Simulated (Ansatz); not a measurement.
C₃H₅B (`BC#CC`). The species carries charge 0 and has multiplicity 1.

```xyz
9

B    -2.2632    0.2862    0.3483
C    -0.7995    0.0927    0.1239
C     0.3905   -0.0625   -0.0577
C     1.8075   -0.2367   -0.2756
H    -2.9846    0.5335   -0.5721
H    -2.7190    0.1962    1.4496
H     2.2886    0.7424   -0.3587
H     1.9991   -0.7764   -1.2065
H     2.2805   -0.7754    0.5487
```

Give the diagnostics of a CCSD(T)/def2-TZVPP run (frozen core, Ansatz 0.2.0). (Estimate.)

Ansatz gave: T1 = 0.0127, largest single amplitude 0.027, largest double 0.047, (T) share of the correlation energy 4.4 %, 10 CCSD cycles. The RHF solution is stable towards an unrestricted one. T1 lies under the customary mark of 0.02 for closed shells.
